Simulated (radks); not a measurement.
Xe3.5+, configuration [Kr] 4d10 5s2 5p(up 1.25, down 1.25) (fractional occupations, a model configuration). Method: scalar-relativistic Kohn-Sham, PBE, spin-polarised, spherical densities, point nucleus; computed with a radial shooting solver on a logarithmic mesh with Libxc functionals.

X-ray form factor f0, the Fourier transform of the density (f0(0) = 50.5):

| sin(theta)/lambda (1/angstrom) | f0 (electrons) |
|---|---|
| 0.05 | 49.895 |
| 0.1 | 48.215 |
| 0.15 | 45.795 |
| 0.2 | 43.021 |
| 0.25 | 40.202 |
| 0.3 | 37.515 |
| 0.4 | 32.751 |
| 0.5 | 28.753 |
| 0.6 | 25.426 |
| 0.8 | 20.606 |
| 1 | 17.578 |
| 1.25 | 14.860 |
| 1.5 | 12.462 |
| 2 | 8.533 |
